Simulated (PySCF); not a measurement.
## In(2+) (indium, charge +2) across methods

[Kr] 4d10 5p1, 2P determinant (an excited configuration). Calculation: PySCF 2.14, in aug-cc-pV5Z-PP with ECP28MDF (8s8p6d4f3g2h, 139 functions); scalar relativity through the core potential.

```csv
method,E (hartree),mean ε 4d α (eV),mean ε 4d β (eV),mean ε 5p α (eV),Σ⟨r²⟩ (bohr²),⟨S²⟩
PBE0,-188.9490,-40.325,-40.178,-18.257,32.49,0.751
UHF,-188.13632,-46.815,-46.706,-19.697,32.91,0.752
r2SCAN,-189.0100,-38.282,-38.142,-17.745,32.35,0.752
revPBE,-189.0023,-37.727,-37.574,-17.540,32.49,0.751
BP86,-189.0422,-37.896,-37.749,-17.722,32.40,0.751
PBE,-188.9388,-37.796,-37.638,-17.584,32.49,0.751
LDA,-188.5891,-37.984,-37.827,-17.718,32.48,0.751
r2SCANh,-188.9996,-39.240,-39.104,-18.002,32.36,0.752
```

Energies and moments cover only the electrons outside the core potential.
